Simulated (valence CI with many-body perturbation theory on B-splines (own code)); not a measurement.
E1 line list for Mn18+

Level of theory: configuration interaction combined with many-body perturbation theory (CI+MBPT): five valence electrons over a frozen Dirac-Fock core [He], radial functions for each j: 9 s, 9 p, 8 d, 6 f, 3 g, 1 h, with the one-electron correlation potential Σ1, the two-electron term Σ2, the three-electron term Σ3, Breit, model QED; selected CI, second order for the rest (own B-spline code, finite nucleus).

No measured spectrum was set against this ion. As an estimate, levels of excited configurations hold to 0.05 to 0.15 % of their energy, terms of the ground configuration to about 0.5 %. Among the levels kept, up to 2000 cm⁻¹ of a level comes from second order outside the variational space, and about a tenth of that is noise between levels of different J, which matters for small intervals.

Lines 51 to 100 of 275 in falling wavelength, among levels below 7313.7 × 10³ cm⁻¹, chosen from the strongest by gf and those to the six lowest levels. Wavelengths and rates use the calculated energies, so an error of 600 cm⁻¹ moves a line at 39.73 nm by 0.24 % and its rate by three times that or more. Electric multipoles are in the length gauge, E1 and E2 with the static RPA response of the core. Weak lines are less certain than strong ones. Lines between different terms over intervals too small for the method are left out, as are lines whose strength nearly cancels. The highest levels of a list are the least certain.

Names give the largest LS component (configuration and term), which can be under half, so a name can repeat, a term be missing and a line seem to break the LS rules; names also repeat where a configuration has a term twice. Letters in brackets count levels of one name in rising energy.

```csv
λ vac (nm),Upper,Lower,A (s⁻¹),log gf,Branch %
39.73,2s²2p²3p ²D°_3/2 [a],2s²2p²3s ⁴P_3/2,7.33e+08,-1.16,1.6
39.65,2s²2p²3d ⁴D_7/2,2s²2p²3p ⁴P°_5/2,2.12e+09,-0.40,51.8
39.47,2s²2p²3p ²D°_5/2 [b],2s²2p²3s ²D_5/2,2.51e+09,-0.45,5.1
39.46,2s²2p²3d ⁴P_3/2,2s²2p²3p ⁴S°_3/2,1.59e+09,-0.83,0.0
39.36,2s²2p²3d ⁴F_5/2 [b],2s²2p²3p ⁴P°_3/2,2.13e+09,-0.53,0.1
39.15,2s²2p²3p ²P°_1/2 [b],2s²2p²3s ²D_3/2,2.38e+09,-0.96,1.8
39.10,2s²2p²3d ²D_3/2 [a],2s²2p²3p ²P°_1/2 [a],1.29e+09,-0.93,0.0
39.03,2s²2p²3p ²P°_1/2 [a],2s²2p²3s ²P_3/2,1.50e+09,-1.16,3.1
38.78,2s²2p²3d ⁴D_3/2,2s²2p²3p ⁴P°_1/2,1.78e+09,-0.79,0.0
38.34,2s²2p²3d ⁴P_1/2,2s²2p²3p ⁴S°_3/2,1.78e+09,-1.10,0.0
38.07,2s²2p²3d ⁴F_3/2,2s²2p²3p ⁴D°_1/2,2.64e+09,-0.64,0.2
37.11,2s²2p²3p ²D°_5/2 [a],2s²2p²3s ⁴P_5/2,8.91e+08,-0.96,2.6
36.49,2s²2p²3d ²P_3/2 [a],2s²2p²3p ²S°_1/2,1.76e+09,-0.85,0.0
36.32,2s²2p²3p ²P°_3/2 [a],2s²2p²3s ²P_1/2,1.05e+09,-1.08,1.5
36.13,2s²2p²3d ²F_7/2 [b],2s²2p²3p ²F°_7/2,8.16e+08,-0.89,0.0
36.10,2s²2p²3d ²D_5/2 [a],2s²2p²3p ²P°_3/2 [a],2.71e+09,-0.50,0.0
35.49,2s²2p²3d ⁴D_1/2,2s²2p²3p ²S°_1/2,2.04e+09,-1.11,0.1
35.27,2s²2p²3p ⁴S°_3/2,2s²2p²3s ⁴P_3/2,7.67e+08,-1.24,0.2
35.05,2s²2p²3d ⁴P_5/2,2s²2p²3p ⁴P°_5/2,1.80e+09,-0.70,0.0
34.33,2s²2p²3d ²D_5/2 [c],2s²2p²3p ²D°_3/2 [b],6.27e+08,-1.18,0.0
33.84,2s²2p²3p ²P°_1/2 [a],2s²2p²3s ²P_1/2,1.70e+09,-1.23,3.5
33.77,2s²2p²3d ⁴P_3/2,2s²2p²3p ⁴P°_5/2,1.10e+09,-1.12,0.0
32.71,2s²2p²3p ²P°_3/2 [b],2s²2p²3s ²D_3/2,3.96e+09,-0.59,1.0
31.86,2s²2p²3p ²P°_3/2 [b],2s²2p²3s ²D_5/2,1.64e+09,-1.00,0.4
31.58,2s²2p²3d ²D_5/2 [c],2s²2p²3p ²F°_5/2,1.48e+09,-0.88,0.0
30.42,2s²2p²3d ²D_3/2 [a],2s²2p²3p ²D°_3/2 [a],1.39e+09,-1.11,0.0
29.53,2s²2p²3d ²D_5/2 [b],2s²2p²3p ²D°_5/2 [a],7.70e+08,-1.22,0.0
29.03,2s²2p²3p ²D°_5/2 [b],2s²2p²3s ²P_3/2,2.18e+09,-0.78,4.4
28.19,2s²2p²3p ²P°_1/2 [b],2s²2p²3s ²P_3/2,3.18e+09,-1.12,2.4
27.08,2s²2p²3p ²D°_3/2 [b],2s²2p²3s ²P_1/2,2.13e+09,-1.03,1.9
25.50,2s2p³3p ⁴P_5/2,2s²2p²3p ⁴S°_3/2,1.60e+09,-1.03,0.0
25.48,2s2p³3p ⁴P_3/2,2s²2p²3p ⁴S°_3/2,1.59e+09,-1.21,0.0
23.99,2s2p⁴ ⁴P_5/2,2s²2p³ ²P°_3/2,2.05e+07,-2.97,0.2
21.12,2s2p⁴ ⁴P_3/2,2s²2p³ ²P°_3/2,1.22e+08,-2.49,0.8
18.42,2s2p⁴ ⁴P_1/2,2s²2p³ ²P°_1/2,1.40e+08,-2.85,0.8
18.31,2s2p⁴ ⁴P_5/2,2s²2p³ ²D°_5/2,1.76e+08,-2.28,1.5
17.33,2s2p⁴ ⁴P_5/2,2s²2p³ ²D°_3/2,3.50e+08,-2.02,3.0
16.58,2s2p⁴ ⁴P_3/2,2s²2p³ ²D°_5/2,3.06e+07,-3.30,0.2
15.78,2s2p⁴ ⁴P_3/2,2s²2p³ ²D°_3/2,4.54e+07,-3.17,0.3
15.30,2s2p⁴ ⁴P_1/2,2s²2p³ ²D°_3/2,1.76e+08,-2.91,1.0
15.11,2s2p³3s ⁴D°_7/2,2s²2p²3s ⁴P_5/2,9.02e+09,-0.61,0.6
14.85,2p⁵ ²P°_3/2,2s2p⁴ ²P_3/2,2.57e+10,-0.47,29.3
14.66,2p⁵ ²P°_1/2,2s2p⁴ ²P_1/2,2.61e+10,-0.77,27.5
14.65,2s2p³3s ⁴D°_5/2,2s²2p²3s ⁴P_3/2,1.18e+10,-0.64,0.9
14.51,2s2p⁴ ²D_3/2,2s²2p³ ²P°_3/2,4.70e+08,-2.23,1.2
14.26,2s2p⁴ ²D_5/2,2s²2p³ ²P°_3/2,5.10e+09,-1.03,16.0
14.10,2s2p⁴ ⁴P_5/2,2s²2p³ ⁴S°_3/2,1.11e+10,-0.70,95.3
13.94,2p⁵ ²P°_3/2,2s2p⁴ ²S_1/2,7.41e+09,-1.06,8.5
13.61,2s2p³3s ⁴D°_3/2,2s²2p²3s ⁴P_1/2,9.17e+09,-0.99,0.7
13.58,2s2p³3s ⁴D°_1/2,2s²2p²3s ⁴P_1/2,1.35e+10,-1.13,1.0
```
